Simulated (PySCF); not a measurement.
PySCF input (M06-2X/def2-TZVPD):

```python
from pyscf import gto, scf, dft

mol = gto.M(
    atom='''
    Li   -0.00000000   -0.00000000   -2.26434073
    I     0.00000000    0.00000000    0.12817023
    ''',
    basis='def2-tzvpd',
    ecp='def2-tzvp',
    charge=-1,
    spin=1,
    symmetry='C2v',
    verbose=4,
)

mf = dft.UKS(mol, xc='m062x').density_fit(auxbasis='def2-universal-jkfit')
mf.grids.level = 4
mf.conv_tol = 1e-9
mf.max_cycle = 100
mf.max_memory = 1500
mf.kernel()
if not mf.converged:
    mf = mf.newton()
    mf.kernel(mf.make_rdm1())
mf.analyze()
```

Output:

```
ECP def2-tzvp not found for  Li
PySCF version 2.14.0

[INPUT] verbose = 4
[INPUT] num. atoms = 2
[INPUT] num. electrons = 29
[INPUT] charge = -1
[INPUT] spin (= nelec alpha-beta = 2S) = 1
[INPUT] symmetry C2v subgroup None
[INPUT] Mole.unit = angstrom
[INPUT] Symbol           X                Y                Z      unit          X                Y                Z       unit  Magmom
[INPUT]  1 Li     0.000000000000   0.000000000000  -2.264340730000 AA    0.000000000000   0.000000000000  -4.278983832398 Bohr   0.0
[INPUT]  2 I      0.000000000000   0.000000000000   0.128170230000 AA    0.000000000000   0.000000000000   0.242206632023 Bohr   0.0

nuclear repulsion = 16.5885513097085
point group symmetry = Coov, use subgroup C2v
symmetry origin: [0. 0. 0.]
symmetry axis x: [1. 0. 0.]
symmetry axis y: [0. 1. 0.]
symmetry axis z: [0. 0. 1.]
num. orbitals of irrep A1 = 34
num. orbitals of irrep A2 = 6
num. orbitals of irrep B1 = 18
num. orbitals of irrep B2 = 18
number of shells = 28
number of NR pGTOs = 127
number of NR cGTOs = 76
basis = def2-tzvpd
ecp = def2-tzvp

******** <class 'pyscf.df.df_jk.DFSymAdaptedUKS'> ********
method = DFSymAdaptedUKS
initial guess = minao
damping factor = 0
level_shift factor = 0
DIIS = <class 'pyscf.scf.diis.CDIIS'>
diis_start_cycle = 1
diis_space = 8
diis_damp = 0
SCF conv_tol = 1e-09
SCF conv_tol_grad = None
SCF max_cycles = 100
direct_scf = False
number electrons alpha = 15  beta = 14
XC library pyscf.dft.libxc version 7.1.2
    S. Lehtola, C. Steigemann, M. J. T. Oliveira, and M. A. L. Marques,  SoftwareX 7, 1–5 (2018)
XC functionals = m062x
    Y. Zhao and D. G. Truhlar,  Theor. Chem. Acc. 120, 215 (2008)
    Y. Zhao and D. G. Truhlar,  Theor. Chem. Acc. 120, 215 (2008)
radial grids:
    Treutler-Ahlrichs [JCP 102, 346 (1995); DOI:10.1063/1.469408] (M4) radial grids

becke partition: Becke, JCP 88, 2547 (1988); DOI:10.1063/1.454033
pruning grids: <function nwchem_prune>
grids dens level: 4
symmetrized grids: C2v
atomic radii adjust function: <function treutler_atomic_radii_adjust>
small_rho_cutoff = 0
Freeze 0 electrons in irreps []
    29 free electrons in irreps A1 A2 B1 B2
[...]
WARN: beta-A1 LUMO -0.0352949515059473 < system HOMO 0.014689510940701

Extra cycle  E= -305.248388706883  delta_E= -2.84e-12  |g|= 8.75e-07  |ddm|= 2.97e-05
converged SCF energy = -305.248388706883  <S^2> = 0.75106404  2S+1 = 2.0010638
**** SCF Summaries ****
Total Energy =                        -305.248388706882736
Nuclear Repulsion Energy =              16.588551309708528
One-electron Energy =                 -566.615604462365013
Two-electron Energy =                  244.778664445773757
Two-electron Coulomb Energy =          268.972907282472988
DFT Exchange-Correlation Energy =      -24.194242836699239
HOMO-LUMO gap [eV] =                    -1.360146502637942
Wave-function symmetry = A1
alpha occupancy for each irrep:     A1   A2   B1   B2
                                     8    1    3    3
beta  occupancy for each irrep:     A1   A2   B1   B2
                                     7    1    3    3
**** MO energy ****
alpha MO #1 (A1 #1), energy= -6.89697845735223 occ= 1
alpha MO #2 (A1 #2), energy= -4.8840834013553 occ= 1
alpha MO #3 (B1 #1), energy= -4.88319166605543 occ= 1
alpha MO #4 (B2 #1), energy= -4.88319166605543 occ= 1
alpha MO #5 (A1 #3), energy= -2.00578913683094 occ= 1
alpha MO #6 (A1 #4), energy= -1.8529999846911 occ= 1
alpha MO #7 (B1 #2), energy= -1.85218968472982 occ= 1
alpha MO #8 (B2 #2), energy= -1.85218968472982 occ= 1
alpha MO #9 (A2 #1), energy= -1.85117566952158 occ= 1
alpha MO #10 (A1 #5), energy= -1.85116623466677 occ= 1
alpha MO #11 (A1 #6), energy= -0.573904652702518 occ= 1
alpha MO #12 (A1 #7), energy= -0.162947867603083 occ= 1
alpha MO #13 (B1 #3), energy= -0.14156720403555 occ= 1
alpha MO #14 (B2 #3), energy= -0.141567204035553 occ= 1
alpha MO #15 (A1 #8), energy= 0.014689510940701 occ= 1
alpha MO #16 (A1 #9), energy= 0.112095046318638 occ= 0
alpha MO #17 (B1 #4), energy= 0.126611278648484 occ= 0
alpha MO #18 (B2 #4), energy= 0.126611278648485 occ= 0
alpha MO #19 (B1 #5), energy= 0.142431618633593 occ= 0
alpha MO #20 (B2 #5), energy= 0.142431618633597 occ= 0
alpha MO #21 (A1 #10), energy= 0.146637531185932 occ= 0
alpha MO #22 (A1 #11), energy= 0.204627556004867 occ= 0
alpha MO #23 (B1 #6), energy= 0.209788966221383 occ= 0
alpha MO #24 (B2 #6), energy= 0.209788966221386 occ= 0
alpha MO #25 (A1 #12), energy= 0.259477008987926 occ= 0
alpha MO #26 (A2 #2), energy= 0.259477686690061 occ= 0
alpha MO #27 (A1 #13), energy= 0.262798479681585 occ= 0
alpha MO #28 (A1 #14), energy= 0.279553003083383 occ= 0
alpha MO #29 (B1 #7), energy= 0.300083281587811 occ= 0
alpha MO #30 (B2 #7), energy= 0.300083281587809 occ= 0
alpha MO #31 (A1 #15), energy= 0.341144744236693 occ= 0
alpha MO #32 (B1 #8), energy= 0.429214600438577 occ= 0
alpha MO #33 (B2 #8), energy= 0.429214600438585 occ= 0
alpha MO #34 (A1 #16), energy= 0.499539633669559 occ= 0
alpha MO #35 (A1 #17), energy= 0.543857363420777 occ= 0
alpha MO #36 (B1 #9), energy= 0.5527256611299 occ= 0
alpha MO #37 (B2 #9), energy= 0.552725661129901 occ= 0
alpha MO #38 (A1 #18), energy= 0.559626135964278 occ= 0
alpha MO #39 (A2 #3), energy= 0.559630228855684 occ= 0
alpha MO #40 (B1 #10), energy= 0.714083649107251 occ= 0
alpha MO #41 (B2 #10), energy= 0.714083649107248 occ= 0
alpha MO #42 (A1 #19), energy= 0.766873388350837 occ= 0
alpha MO #43 (A1 #20), energy= 0.899465219664575 occ= 0
alpha MO #44 (A2 #4), energy= 1.12504489557787 occ= 0
alpha MO #45 (A1 #21), energy= 1.12506893374822 occ= 0
alpha MO #46 (B1 #11), energy= 1.13109933232099 occ= 0
alpha MO #47 (B2 #11), energy= 1.13109933232099 occ= 0
alpha MO #48 (B1 #12), energy= 1.13358183016855 occ= 0
alpha MO #49 (B2 #12), energy= 1.13358183016855 occ= 0
alpha MO #50 (A1 #22), energy= 1.22732382474043 occ= 0
alpha MO #51 (A1 #23), energy= 1.4360553071466 occ= 0
alpha MO #52 (B1 #13), energy= 1.446170901749 occ= 0
alpha MO #53 (B2 #13), energy= 1.44617090174902 occ= 0
alpha MO #54 (A1 #24), energy= 1.71096277987976 occ= 0
alpha MO #55 (A1 #25), energy= 1.74372216019558 occ= 0
alpha MO #56 (A2 #5), energy= 1.74374706078928 occ= 0
alpha MO #57 (B1 #14), energy= 1.75876860392476 occ= 0
alpha MO #58 (B2 #14), energy= 1.75876860392476 occ= 0
alpha MO #59 (A1 #26), energy= 1.92355992476696 occ= 0
alpha MO #60 (A1 #27), energy= 3.35207675801552 occ= 0
alpha MO #61 (A2 #6), energy= 3.3520943322878 occ= 0
alpha MO #62 (B1 #15), energy= 3.35344907106021 occ= 0
alpha MO #63 (B2 #15), energy= 3.35344907106021 occ= 0
alpha MO #64 (B1 #16), energy= 3.35596084030137 occ= 0
alpha MO #65 (B2 #16), energy= 3.35596084030137 occ= 0
alpha MO #66 (A1 #28), energy= 3.41048485657394 occ= 0
alpha MO #67 (A1 #29), energy= 4.53851954031295 occ= 0
alpha MO #68 (B1 #17), energy= 6.08470440011685 occ= 0
alpha MO #69 (B2 #17), energy= 6.08470440011682 occ= 0
alpha MO #70 (A1 #30), energy= 6.21418254470221 occ= 0
alpha MO #71 (A1 #31), energy= 14.1949068972612 occ= 0
alpha MO #72 (B1 #18), energy= 34.7195232406208 occ= 0
alpha MO #73 (B2 #18), energy= 34.719523240621 occ= 0
alpha MO #74 (A1 #32), energy= 34.8038755392822 occ= 0
alpha MO #75 (A1 #33), energy= 42.9732454660098 occ= 0
alpha MO #76 (A1 #34), energy= 117.762133543013 occ= 0
beta  MO #1 (A1 #1), energy= -6.89674978191297 occ= 1
beta  MO #2 (A1 #2), energy= -4.8837092763417 occ= 1
beta  MO #3 (B1 #1), energy= -4.88300951609537 occ= 1
beta  MO #4 (B2 #1), energy= -4.88300951609537 occ= 1
beta  MO #5 (A1 #3), energy= -2.00404417944926 occ= 1
beta  MO #6 (A1 #4), energy= -1.8524617593568 occ= 1
beta  MO #7 (B1 #2), energy= -1.85174592260553 occ= 1
beta  MO #8 (B2 #2), energy= -1.85174592260553 occ= 1
beta  MO #9 (A2 #1), energy= -1.85087897984388 occ= 1
beta  MO #10 (A1 #5), energy= -1.85086944177923 occ= 1
beta  MO #11 (A1 #6), energy= -0.571673874593217 occ= 1
beta  MO #12 (A1 #7), energy= -0.161483121010895 occ= 1
beta  MO #13 (B1 #3), energy= -0.140926709369365 occ= 1
beta  MO #14 (B2 #3), energy= -0.140926709369368 occ= 1
beta  MO #15 (A1 #8), energy= -0.0352949515059473 occ= 0
beta  MO #16 (B1 #4), energy= 0.106487436414016 occ= 0
beta  MO #17 (B2 #4), energy= 0.106487436414016 occ= 0
beta  MO #18 (A1 #9), energy= 0.110601509085237 occ= 0
beta  MO #19 (B1 #5), energy= 0.139109604889952 occ= 0
beta  MO #20 (B2 #5), energy= 0.139109604889952 occ= 0
beta  MO #21 (A1 #10), energy= 0.144757028777051 occ= 0
beta  MO #22 (B1 #6), energy= 0.247362405831873 occ= 0
beta  MO #23 (B2 #6), energy= 0.247362405831876 occ= 0
beta  MO #24 (A1 #11), energy= 0.249778361528502 occ= 0
beta  MO #25 (A2 #2), energy= 0.249778958290149 occ= 0
beta  MO #26 (A1 #12), energy= 0.253942105120125 occ= 0
[...]
```

This state (charge -1, doublet) is run at the relaxed geometry of the species with charge 0 and multiplicity 1.
